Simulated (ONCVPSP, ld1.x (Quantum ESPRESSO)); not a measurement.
Potentials for indium compared

Generated with ld1.x 7.5 (TM, RRKJ, ultrasoft, PAW), atompaw 4.2 or ONCVPSP 4.0.1. The cutoff is in Ry: for ld1.x and atompaw files where the sum of valence levels is converged to 10 mRy in a Bessel basis, for ONCV files where the hardest occupied wave has 1 mHa per electron of residual kinetic energy. The error is the largest all-electron minus pseudo excitation energy over each file’s own four to seven test configurations (ionisations up to +4, promotions, holes and added fractions of an electron), all of which were solved. The labels leave out finer settings (local radius, basis sizes, second energies), which also bear on the numbers. Spin-polarised tests are not counted. The rows are a selection from randomly drawn settings: files with unsolved tests, undetermined cutoffs or missed reference levels are left out.

A true bound ghost makes a file unfit for plane-wave use even where its test errors are small: the radial tests pick states by their node count and pass the ghost by.

```csv
potential,cutoff (Ry),largest error (meV),bound ghosts
"ONCV, LDA (Perdew-Wang 92), scalar-relativistic, rc 1.40/1.40/1.80 (spd), local smoothed, core correction yes, reference 4s2 4p6 4d10 5s2, qcut 10.5/11.3/6.8, projectors 2/2/2",70,-411,none
"RRKJ, PBEsol, scalar-relativistic, rc 2.25/2.65/1.10 (spd), local s, core correction no, reference 4d10 5s2 5p1",140,-237,none
"ONCV, PW91, scalar-relativistic, rc 2.05/1.95/1.25 (spd), local smoothed, core correction no, reference 4d10 5s2, qcut 3/4.5/10.8, projectors 2/2/2",83,-173,"s, p"
```

Task: Fill in the row for In: ONCV, PBE, fully relativistic, rc 2.30/2.55/1.70 (spd), local smoothed, core correction yes, reference 4d10 5s2 5p0.5, qcut 3.3/3.7/8.7, projectors 2/2/2.

Result: cutoff 58 Ry, largest error -13 meV, bound ghosts: none.

Task: Fill in the row for In: ONCV, LDA (Perdew-Zunger), fully relativistic, rc 1.85/2.04/2.60 (spd), local smoothed, core correction yes, reference 5s2 5p0.75, qcut 3/2.9/4.1, projectors 2/2/2.

Result: cutoff 73 Ry, largest error -362 meV, bound ghosts: s, d5/2, d3/2.
